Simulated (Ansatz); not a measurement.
Ansatz (a quantum-chemistry and plane-wave program) input (HF/3-21G): The .json file is the Basis Set Exchange's 3-21G.

Ansatz 0.2 input:
```yaml
crystal:
  periodic: [false, false, false]
  atoms:
    - {symbol: N, position_ang: [0.81344430, 2.05628916, -0.58119426]}
    - {symbol: Si, position_ang: [0.90486335, 0.27799215, -0.90736181]}
    - {symbol: Si, position_ang: [-0.21149082, -0.87055526, 0.85897597]}
    - {symbol: N, position_ang: [-1.93429801, -0.65242630, 0.66171099]}
    - {symbol: H, position_ang: [-0.00844251, 2.56523566, -0.90812211]}
    - {symbol: H, position_ang: [2.33592886, -0.10244782, -0.92182685]}
    - {symbol: H, position_ang: [0.28728095, -0.12126060, -2.20894269]}
    - {symbol: H, position_ang: [0.23010202, -0.29591194, 2.15685470]}
    - {symbol: H, position_ang: [0.25142898, -2.28787395, 0.81681061]}
    - {symbol: H, position_ang: [-2.58990035, -0.79750449, 1.40354134]}
    - {symbol: H, position_ang: [-2.36763729, -0.49139324, -0.22453036]}
basis:
  gaussian:
    orbitals: 3-21G.json
hamiltonian:
  xc: {name: HF}
magnetization: {spin_polarized: true, initial_magnetization: 1}
phonons: {temperatures: {t_min: 298.15, t_max: 298.15, t_step: 100}}
```

Output:

```
Functional definition: HF
integrals: 0.01 GiB planned
736 factors; integrals over basis functions are off by at most 3.3e-4 eV
mean field: 0.21 GiB planned
mean field evaluation 1: about -18691.9658 eV, gradient 2.7e1 eV
mean field evaluation 2: about -18691.9674 eV, gradient 2.7e1 eV
mean field evaluation 4: about -18697.2447 eV, gradient 3.7e0 eV
mean field evaluation 8: about -18697.6199 eV, gradient 1.7e-1 eV
mean field evaluation 16: about -18697.1093 eV, gradient 1.3e0 eV
mean field evaluation 32: about -18696.5137 eV, gradient 3.0e-2 eV
mean field evaluation 64: about -18695.3439 eV, gradient 1.9e1 eV
mean field -18697.62318360 eV, -687.1249782931 hartree, gradient 1.2e-5 eV, S^2 0.760745; 0 other end points of the search recorded, 0 dependent functions left out
the calculation of the forces begins
reference -18697.62318360 eV, -687.1249782931 hartree; 25, 24 occupied and 33, 34 virtual orbitals, 736 factors
these checks for a lower state are left out or cut short: stability, starts, cluster_reference, orbital_swaps, neighbouring_geometries, increment
integrals: 0.01 GiB planned
736 factors; integrals over basis functions are off by at most 3.3e-4 eV
mean field: 0.21 GiB planned
mean field -18697.62308888 eV, -687.1249748121 hartree, gradient 1.9e-6 eV, S^2 0.760771; 0 other end points of the search recorded, 0 dependent functions left out
the calculation of the forces begins
reference -18697.62308888 eV, -687.1249748121 hartree; 25, 24 occupied and 33, 34 virtual orbitals, 736 factors
these checks for a lower state are left out or cut short: stability, starts, cluster_reference, orbital_swaps, neighbouring_geometries, increment
integrals: 0.01 GiB planned
736 factors; integrals over basis functions are off by at most 3.3e-4 eV
mean field: 0.21 GiB planned
mean field -18697.62309033 eV, -687.1249748654 hartree, gradient 1.9e-6 eV, S^2 0.760718; 0 other end points of the search recorded, 0 dependent functions left out
the calculation of the forces begins
reference -18697.62309033 eV, -687.1249748654 hartree; 25, 24 occupied and 33, 34 virtual orbitals, 736 factors
these checks for a lower state are left out or cut short: stability, starts, cluster_reference, orbital_swaps, neighbouring_geometries, increment
integrals: 0.01 GiB planned
736 factors; integrals over basis functions are off by at most 3.3e-4 eV
mean field: 0.21 GiB planned
mean field -18697.62308185 eV, -687.1249745538 hartree, gradient 1.9e-6 eV, S^2 0.760750; 0 other end points of the search recorded, 0 dependent functions left out
the calculation of the forces begins
reference -18697.62308185 eV, -687.1249745538 hartree; 25, 24 occupied and 33, 34 virtual orbitals, 736 factors
these checks for a lower state are left out or cut short: stability, starts, cluster_reference, orbital_swaps, neighbouring_geometries, increment
integrals: 0.01 GiB planned
736 factors; integrals over basis functions are off by at most 3.3e-4 eV
mean field: 0.21 GiB planned
mean field evaluation 96: about -18697.6231 eV, gradient 3.2e-2 eV
mean field -18697.62307895 eV, -687.1249744473 hartree, gradient 1.9e-6 eV, S^2 0.760740; 0 other end points of the search recorded, 0 dependent functions left out
the calculation of the forces begins
reference -18697.62307895 eV, -687.1249744473 hartree; 25, 24 occupied and 33, 34 virtual orbitals, 736 factors
these checks for a lower state are left out or cut short: stability, starts, cluster_reference, orbital_swaps, neighbouring_geometries, increment
integrals: 0.01 GiB planned
736 factors; integrals over basis functions are off by at most 3.3e-4 eV
mean field: 0.21 GiB planned
mean field -18697.62316281 eV, -687.1249775290 hartree, gradient 2.0e-6 eV, S^2 0.760771; 0 other end points of the search recorded, 0 dependent functions left out
the calculation of the forces begins
reference -18697.62316281 eV, -687.1249775290 hartree; 25, 24 occupied and 33, 34 virtual orbitals, 736 factors
these checks for a lower state are left out or cut short: stability, starts, cluster_reference, orbital_swaps, neighbouring_geometries, increment
integrals: 0.01 GiB planned
736 factors; integrals over basis functions are off by at most 3.3e-4 eV
mean field: 0.21 GiB planned
mean field -18697.62316339 eV, -687.1249775505 hartree, gradient 1.9e-6 eV, S^2 0.760719; 0 other end points of the search recorded, 0 dependent functions left out
the calculation of the forces begins
reference -18697.62316339 eV, -687.1249775505 hartree; 25, 24 occupied and 33, 34 virtual orbitals, 736 factors
these checks for a lower state are left out or cut short: stability, starts, cluster_reference, orbital_swaps, neighbouring_geometries, increment
integrals: 0.01 GiB planned
736 factors; integrals over basis functions are off by at most 3.3e-4 eV
[...]
integrals: 0.01 GiB planned
736 factors; integrals over basis functions are off by at most 3.3e-4 eV
mean field: 0.21 GiB planned
mean field -18697.62310698 eV, -687.1249754774 hartree, gradient 1.9e-6 eV, S^2 0.760745; 0 other end points of the search recorded, 0 dependent functions left out
the calculation of the forces begins
reference -18697.62310698 eV, -687.1249754774 hartree; 25, 24 occupied and 33, 34 virtual orbitals, 736 factors
these checks for a lower state are left out or cut short: stability, starts, cluster_reference, orbital_swaps, neighbouring_geometries, increment
integrals: 0.01 GiB planned
736 factors; integrals over basis functions are off by at most 3.2e-4 eV
mean field: 0.21 GiB planned
mean field evaluation 448: about -18697.6231 eV, gradient 6.9e-6 eV
mean field -18697.62310567 eV, -687.1249754291 hartree, gradient 1.9e-6 eV, S^2 0.760744; 0 other end points of the search recorded, 0 dependent functions left out
the calculation of the forces begins
reference -18697.62310567 eV, -687.1249754291 hartree; 25, 24 occupied and 33, 34 virtual orbitals, 736 factors
these checks for a lower state are left out or cut short: stability, starts, cluster_reference, orbital_swaps, neighbouring_geometries, increment
integrals: 0.01 GiB planned
736 factors; integrals over basis functions are off by at most 3.3e-4 eV
mean field: 0.21 GiB planned
mean field -18697.62317928 eV, -687.1249781343 hartree, gradient 1.9e-6 eV, S^2 0.760745; 0 other end points of the search recorded, 0 dependent functions left out
the calculation of the forces begins
reference -18697.62317928 eV, -687.1249781343 hartree; 25, 24 occupied and 33, 34 virtual orbitals, 736 factors
these checks for a lower state are left out or cut short: stability, starts, cluster_reference, orbital_swaps, neighbouring_geometries, increment
integrals: 0.01 GiB planned
736 factors; integrals over basis functions are off by at most 3.3e-4 eV
mean field: 0.21 GiB planned
mean field -18697.62317691 eV, -687.1249780472 hartree, gradient 1.9e-6 eV, S^2 0.760744; 0 other end points of the search recorded, 0 dependent functions left out
the calculation of the forces begins
reference -18697.62317691 eV, -687.1249780472 hartree; 25, 24 occupied and 33, 34 virtual orbitals, 736 factors
these checks for a lower state are left out or cut short: stability, starts, cluster_reference, orbital_swaps, neighbouring_geometries, increment
integrals: 0.01 GiB planned
736 factors; integrals over basis functions are off by at most 3.2e-4 eV
mean field: 0.21 GiB planned
mean field -18697.62308551 eV, -687.1249746882 hartree, gradient 1.9e-6 eV, S^2 0.760745; 0 other end points of the search recorded, 0 dependent functions left out
the calculation of the forces begins
reference -18697.62308551 eV, -687.1249746882 hartree; 25, 24 occupied and 33, 34 virtual orbitals, 736 factors
these checks for a lower state are left out or cut short: stability, starts, cluster_reference, orbital_swaps, neighbouring_geometries, increment
integrals: 0.01 GiB planned
736 factors; integrals over basis functions are off by at most 3.3e-4 eV
mean field: 0.21 GiB planned
mean field -18697.62309081 eV, -687.1249748832 hartree, gradient 1.9e-6 eV, S^2 0.760744; 0 other end points of the search recorded, 0 dependent functions left out
the calculation of the forces begins
reference -18697.62309081 eV, -687.1249748832 hartree; 25, 24 occupied and 33, 34 virtual orbitals, 736 factors
these checks for a lower state are left out or cut short: stability, starts, cluster_reference, orbital_swaps, neighbouring_geometries, increment
integrals: 0.01 GiB planned
736 factors; integrals over basis functions are off by at most 3.3e-4 eV
mean field: 0.21 GiB planned
mean field evaluation 480: about -18697.6200 eV, gradient 7.2e-2 eV
mean field -18697.62313694 eV, -687.1249765784 hartree, gradient 1.9e-6 eV, S^2 0.760744; 0 other end points of the search recorded, 0 dependent functions left out
the calculation of the forces begins
reference -18697.62313694 eV, -687.1249765784 hartree; 25, 24 occupied and 33, 34 virtual orbitals, 736 factors
these checks for a lower state are left out or cut short: stability, starts, cluster_reference, orbital_swaps, neighbouring_geometries, increment
integrals: 0.01 GiB planned
736 factors; integrals over basis functions are off by at most 3.3e-4 eV
mean field: 0.21 GiB planned
mean field -18697.62313963 eV, -687.1249766772 hartree, gradient 1.9e-6 eV, S^2 0.760745; 0 other end points of the search recorded, 0 dependent functions left out
the calculation of the forces begins
reference -18697.62313963 eV, -687.1249766772 hartree; 25, 24 occupied and 33, 34 virtual orbitals, 736 factors
these checks for a lower state are left out or cut short: stability, starts, cluster_reference, orbital_swaps, neighbouring_geometries, increment
integrals: 0.01 GiB planned
736 factors; integrals over basis functions are off by at most 3.3e-4 eV
mean field: 0.21 GiB planned
mean field -18697.62317594 eV, -687.1249780116 hartree, gradient 1.9e-6 eV, S^2 0.760744; 0 other end points of the search recorded, 0 dependent functions left out
the calculation of the forces begins
reference -18697.62317594 eV, -687.1249780116 hartree; 25, 24 occupied and 33, 34 virtual orbitals, 736 factors
these checks for a lower state are left out or cut short: stability, starts, cluster_reference, orbital_swaps, neighbouring_geometries, increment
integrals: 0.01 GiB planned
736 factors; integrals over basis functions are off by at most 3.3e-4 eV
mean field: 0.21 GiB planned
mean field -18697.62317950 eV, -687.1249781424 hartree, gradient 1.9e-6 eV, S^2 0.760745; 0 other end points of the search recorded, 0 dependent functions left out
the calculation of the forces begins
reference -18697.62317950 eV, -687.1249781424 hartree; 25, 24 occupied and 33, 34 virtual orbitals, 736 factors
these checks for a lower state are left out or cut short: stability, starts, cluster_reference, orbital_swaps, neighbouring_geometries, increment
integrals: 0.01 GiB planned
736 factors; integrals over basis functions are off by at most 3.3e-4 eV
mean field: 0.21 GiB planned
mean field evaluation 512: about -18697.6231 eV, gradient 4.0e-5 eV
mean field -18697.62306264 eV, -687.1249738479 hartree, gradient 1.9e-6 eV, S^2 0.760744; 0 other end points of the search recorded, 0 dependent functions left out
the calculation of the forces begins
reference -18697.62306264 eV, -687.1249738479 hartree; 25, 24 occupied and 33, 34 virtual orbitals, 736 factors
these checks for a lower state are left out or cut short: stability, starts, cluster_reference, orbital_swaps, neighbouring_geometries, increment
integrals: 0.01 GiB planned
736 factors; integrals over basis functions are off by at most 3.3e-4 eV
mean field: 0.21 GiB planned
mean field -18697.62304911 eV, -687.1249733508 hartree, gradient 1.9e-6 eV, S^2 0.760745; 0 other end points of the search recorded, 0 dependent functions left out
the calculation of the forces begins
reference -18697.62304911 eV, -687.1249733508 hartree; 25, 24 occupied and 33, 34 virtual orbitals, 736 factors
Total energy: -18697.62318360 eV, -687.1249782931 hartree
Atom 0 at     0.813444     2.056289    -0.581194 Å, force    -0.000416     0.000457    -0.000079 eV/Å
Atom 1 at     0.904863     0.277992    -0.907362 Å, force    -0.001999     0.000778     0.001082 eV/Å
Atom 2 at    -0.211491    -0.870555     0.858976 Å, force    -0.000996    -0.000392     0.000071 eV/Å
Atom 3 at    -1.934298    -0.652426     0.661711 Å, force     0.002774     0.000270    -0.002320 eV/Å
Atom 4 at    -0.008443     2.565236    -0.908122 Å, force     0.000695    -0.000293     0.000101 eV/Å
Atom 5 at     2.335929    -0.102448    -0.921827 Å, force     0.000914    -0.000492     0.000120 eV/Å
Atom 6 at     0.287281    -0.121261    -2.208943 Å, force    -0.000176    -0.000226    -0.000889 eV/Å
Atom 7 at     0.230102    -0.295912     2.156855 Å, force    -0.000373    -0.000226    -0.000195 eV/Å
Atom 8 at     0.251429    -2.287874     0.816811 Å, force    -0.000191     0.000358     0.000351 eV/Å
Atom 9 at    -2.589900    -0.797504     1.403541 Å, force     0.000315     0.000455    -0.001159 eV/Å
Atom 10 at    -2.367637    -0.491393    -0.224530 Å, force    -0.000548    -0.000689     0.002915 eV/Å
Dipole moment:    -0.572434    -0.160411    -0.157263 e Å
Vibrations: 56.73 119.86 146.77 187.35 247.10 391.08 492.99 532.96 579.24 705.22 765.45 769.22 866.89 879.82 914.09 960.67 1003.45 1033.72 1073.94 1778.56 2236.36 2248.66 2283.64 2314.47 3514.55 3738.96 3843.56 cm⁻¹, zero-point energy 2.088223 eV
```

The blocks after the first are displaced geometries, from whose forces the wavenumbers follow.
